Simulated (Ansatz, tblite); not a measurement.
Forces on the cluster As4⁺ at its PBE-D4/def2-SVP geometry. Charge 1, multiplicity 2.

The xTB rows come from tblite. Another isomer (doublet) lies 0.75 eV lower at PBE0-D4/def2-TZVP; other spin states weren't run for this one.

GFN1-xTB (tblite), largest force 1.30 eV/Å:

```xyz
4
positions Å, forces eV/Å
As   -1.024   -0.870   -1.213    0.662    0.955    0.581
As   -1.086    0.791    0.528    0.790   -0.958   -0.262
As    0.950    0.005    1.541   -0.544    0.420   -1.101
As    1.160    0.074   -0.855   -0.908   -0.417    0.783
```

GFN2-xTB (tblite), largest force 0.87 eV/Å:

```
As 0.346 0.526 0.289
As 0.598 -0.589 -0.242
As -0.279 0.249 -0.582
As -0.665 -0.186 0.535
```

PBE-D4/def2-TZVP (Ansatz), largest force 0.17 eV/Å:

```
As 0.073 0.079 0.076
As 0.126 -0.090 -0.061
As -0.064 0.018 -0.112
As -0.135 -0.008 0.097
```
